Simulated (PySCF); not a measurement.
Structure problem from calculated spectra and properties.

Formula: C5H18Si4.

- 13C NMR: chemical shifts (computed TMS as zero) by class: 36.0 (1 C), 32.1 (1 C), 28.2 (1 C), 27.3 (1 C), 21.4 (1 C) ppm [GIAO CAM-B3LYP/pcSseg-1]
- 1H NMR: chemical shifts (computed TMS as zero) by class: 3.87 (1 H), 3.54 (3 H), 3.43 (3 H), 3.25 (1 H), 3.23 (1 H), 1.73 (1 H), 1.71 (1 H), 1.70 (1 H), 1.62 (1 H), 1.37 (1 H), 1.27 (1 H), 1.16 (1 H), 0.98 (1 H), 0.94 (1 H) ppm [GIAO CAM-B3LYP/pcSseg-1]
- Rotational structure: rotational constants A, B, C: 0.878, 0.559, 0.393 GHz [PBE0-D3(BJ)/def2-SVP]
- NMR, other nuclei: isotropic shieldings of nuclei other than C and H, by class: 409 (1 Si), 449 (1 Si), 456 (1 Si), 458 (1 Si) ppm [GIAO CAM-B3LYP/pcSseg-1]
- Dipole: 1.05 D [CAM-B3LYP/pcSseg-1]

The electronic properties come from PySCF, for the isolated species, density fitting. Levels stand in brackets. One conformer (not necessarily the lowest) at the PBE0-D3(BJ)/def2-SVP geometry, without solvent, vibrations or thermal averaging. NMR classes are plain means over equivalent atoms (diastereotopic ones count apart unless rotation or inversion swaps them), as if these changed places fast.

Problem. Give a SMILES that accounts for the data.

Solution. Numbering: `[SiH3:1][SiH2:2][Si@@H:3]([SiH3:4])[CH:5]1[CH2:6][CH2:7][CH2:8][CH2:9]1`. Its formula, C5H18Si4, gives 1 degree of unsaturation: 1 ring and 0 π bonds in the structure found. 5 carbons fall into 5 classes; from least to most shielded: ring CH2 carbon [C6] (36.0 ppm), ring CH2 carbon [C7] (32.1 ppm), ring CH2 carbon [C9] (28.2 ppm), ring CH2 carbon [C8] (27.3 ppm), ring sp3 carbon bound to silicon [C5] (21.4 ppm). Hydrogen classes from least to most shielded: 1 H on an SiH silicon, Si3 (3.87 ppm), 3 H on an SiH3 silicon, Si1 (3.54 ppm), 3 H on an SiH3 silicon, Si4 (3.43 ppm), 1 H on an SiH2 silicon, Si2 (3.25 ppm), 1 H on an SiH2 silicon, Si2 (3.23 ppm), 1 H on a ring CH2 carbon, C8 (1.73 ppm), 1 H on a ring CH2 carbon, C6 (1.71 ppm), 1 H on a ring CH2 carbon, C7 (1.70 ppm), 1 H on a ring CH2 carbon, C9 (1.62 ppm), 1 H on a ring CH2 carbon, C8 (1.37 ppm), 1 H on a ring CH2 carbon, C7 (1.27 ppm), 1 H on a ring CH2 carbon, C9 (1.16 ppm); 2 more classes are left out. The other shieldings belong to: 409 ppm, SiH silicon [Si3]; 449 ppm, SiH3 silicon [Si1]; 456 ppm, SiH3 silicon [Si4]; 458 ppm, SiH2 silicon [Si2]. The optimised geometry has point group C1 and is an asymmetric top. Structure: `[SiH3][SiH2][Si@@H]([SiH3])C1CCCC1`. Computed isomers that give other values at the same levels: `C[C@H]1C[C@H]([Si@@H]([SiH3])[SiH2][SiH3])C1` (13C chemical shifts (computed TMS as zero) by class: 33.9 (1 C), 31.8 (1 C), 30.9 (1 C), 22.8 (1 C), 10.7 (1 C) ppm); `C[Si]([SiH3])([SiH3])[SiH2]C1CCC1` (13C chemical shifts (computed TMS as zero) by class: 24.7 (2 C), 21.8 (1 C), 16.6 (1 C), -8.2 (1 C) ppm); `[SiH3][SiH2][SiH2][SiH2]C1CCCC1` (13C chemical shifts (computed TMS as zero) by class: 34.3 (2 C), 26.9 (2 C), 24.4 (1 C) ppm). The assignments are read from this structure; whether some other isomer fits the data as well wasn't checked. The mirror image fits equally.
